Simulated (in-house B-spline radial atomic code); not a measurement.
Configurations of Zn⁺, with energies counted from [Ar] 3d10 4s1. Method: non-relativistic PBE0, spin-polarised, spherical fractional occupations, exact exchange averaged over the configuration, point nucleus. Calculated with a B-spline radial code for spherical atoms. Shells without spins written out take the highest spin.

Occupations are held fixed; configurations that lie above the ionisation limit could autoionise.

| configuration | E - E(ref) (eV) | highest orbital | its <r> (bohr) |
| --- | --- | --- | --- |
| [Ar] 3d10 5p1 | 12.264 | 5p up | 7.004 |
| [Ar] 3d9 4s1 5s1 | 20.232 | 5s up | 5.525 |
| [Ar] 3d9 4s1 4d1 | 21.439 | 4d up | 4.874 |
| [Ar] 3d9 4s1 4f1 | 24.392 | 4f up | 8.574 |
| [Ne] 3s2 3p5 3d10 4s1 5p1 | 97.015 | 5p up | 6.619 |
| [Ne] 3s2 3p5 3d10 4s1 5f1 | 100.68 | 5f up | 14.74 |

Task: Order these further configurations by energy, lowest first.
A. [Ne] 3s2 3p5 3d10 4s1 4d1
B. [Ne] 3s2 3p5 3d10 4s1 5s1
C. [Ar] 3d10 5f1
D. [Ar] 3d9 4s2
E. [Ne] 3s2 3p5 3d10 4s2

Result: D (8.5376 eV), C (15.629 eV), E (83.453 eV), B (95.305 eV), A (96.516 eV).

Task: How far above the reference does [Ar] 3d10 4f1 lie?

Result: 14.422 eV; its least bound orbital is 4f up with <r> = 8.7 bohr.
